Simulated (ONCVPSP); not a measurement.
What one change does to a pseudopotential (nickel (Ni), ONCV)

| Quantity | Value |
| --- | --- |
| Element | nickel (Ni) |
| Generator | ONCVPSP 4.0.1 |
| Type | optimised norm-conserving Vanderbilt (ONCV) |
| Functional | Wu-Cohen |
| Relativity | scalar-relativistic |
| Frozen core | [Ne] |
| Valence charge | 18 |
| Reference configuration | 3s2 3p6 3d8 4s2 |
| Partial waves | 3s+4s: rc 1.05 bohr, ncon 4, nbas 9, qcut 13 1/bohr, 2 projectors; 3p: rc 1.00 bohr, ncon 3, nbas 6, qcut 13.2 1/bohr, 2 projectors, debl 1.1 Ha; 3d: rc 0.90 bohr, ncon 4, nbas 9, qcut 14.4 1/bohr, local |
| Local potential | the d channel |
| Core correction | Teter function, fcfact 2.5, rcfact 1 |

In the p channel the program set the typed energies aside and used -2.620, 0.250 Ha.

Change: all radii but the core radius scaled by about 1.12 (s 1.18, p 1.12, d 1.00 bohr).

Cutoffs: the cutoffs (Ha) at which the residual kinetic energy of the hardest occupied pseudo-wave falls to 1 and 0.1 mHa per electron; they do not see the model core or the augmentation charge, which bear on the density cutoff. Errors are all-electron minus pseudo energies relative to the spin-unpolarised reference configuration.

Problem. Predict the effect on cutoff, ghosts and configuration errors.

Solution. The potential gets softer (94 Ha and 136 Ha → 86 Ha and 97 Ha); both files keep a bound ghost (s); of the 4 tests that both files solve, the error grows in 2 and shrinks in 0 by more than 15 % and 0.3 meV (median size 0.7 → 1.0 meV). A larger radius leaves more room for a smooth pseudo-wave, so fewer plane waves are needed.

| quantity | base | changed |
| --- | --- | --- |
| cutoff, loose | 94 Ha | 86 Ha |
| cutoff, tight | 136 Ha | 97 Ha |
| loose cutoff by channel | s 57 Ha, p 40 Ha, d 94 Ha | s 50 Ha, p 42 Ha, d 86 Ha |
| bound ghosts | s | s |
| GHOST(+) flags under 300 eV | none | none |
| error for 3s2 3p6 3d8 4s1, meV [ΔE 9.36 eV] | -0.3 | -0.3 |
| error for 3s2 3p6 3d8 4s0, meV [ΔE 26.61 eV] | +0.3 | +0.6 |
| error for 3s2 3p6 3d7 4s0, meV [ΔE 64.08 eV] | -15 | -21 |
| error for 3s2 3p6 3d8.5 4s1.5, meV [ΔE -1.18 eV] | -1.0 | -1.4 |
| rms error of d²Exc/dni dnj with the model core, mHa | 1.77 | 1.72 |

 A true bound ghost makes a file unfit for plane-wave use even where its test errors are small: the radial tests pick states by their node count and pass the ghost by.
